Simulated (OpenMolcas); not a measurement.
## Cu: from CASSCF to CASPT2

* Program: OpenMolcas 26.06
* Basis: ANO-RCC-VDZP [5s4p2d1f]
* Scalar Hamiltonian: DKH2, point nucleus
* Active space: 11 electrons in 6 orbitals (3d 4s)
* State averaging: 2S+1 = 2 even, 6 roots
* Spin-orbit coupling: state interaction with AMFI integrals over the reference wave functions, term energies averaged over their components

Methods on the same reference wave functions:
A. CASSCF
B. SS-CASPT2, IPEA 0.25 Eh, imaginary shift 0.1 Eh (closed shells correlated: 3s 3p)

Energies in cm-1 above 3d10 4s 2S 1/2, the measured ground level; measured values from NIST Handbook of Basic Atomic Spectroscopic Data.

```json
{"Level": "3d9 4s2 2D 5/2", "A": "-17555", "B": "14795", "Measured": "11203"}
{"Level": "3d9 4s2 2D 3/2", "A": "-15528", "B": "16822", "Measured": "13245"}
{"Level": "3d10 4s 2S 1/2", "A": "0.0", "B": "0.0", "Measured": "0.0"}
```

A puts 3d9 4s2 2D 5/2 lowest.

Deviations, from unrounded energies. A percentage is the sum of absolute deviations over the sum of measured energies, with the sign that they share, or ± where signs differ.

```
           Against measurement  Levels       A      B
mean absolute deviation (cm-1)       2   29000   3600
      other configurations (%)       2  -235.3  +29.3
```

B lies closest to measurement on these levels. The largest miss of B in the table is 3d9 4s2 2D 5/2, by +3600 cm-1. The ranking rests on the paired levels alone, and a cruder setting can come out closer through cancelling errors.

The lowest spin-free term lies below A's lowest term by 0.667 hartree in B.

Over all roots computed the reference weight is 0.85 to 0.90 in B; the roots of lowest weight are the least certain, and an intruder state may touch them. A single d shell beside an s shell can misplace configurations of different d count against each other. Without dynamic correlation excited terms often stand tens of per cent too high (terms of higher spin than the ground term too low), and those without a measured partner can miss by more than the paired ones (holds for A). The lowest computed level is not the ground level that NIST lists (2S1/2) (holds for A). Measured partners are found by configuration, term and J. A level has none where our copy of the source lacks it or the pairing is in doubt (some pairs that miss far off the trend of their configuration count as doubtful), and it then counts in no deviation. Only configurations of the active space appear.
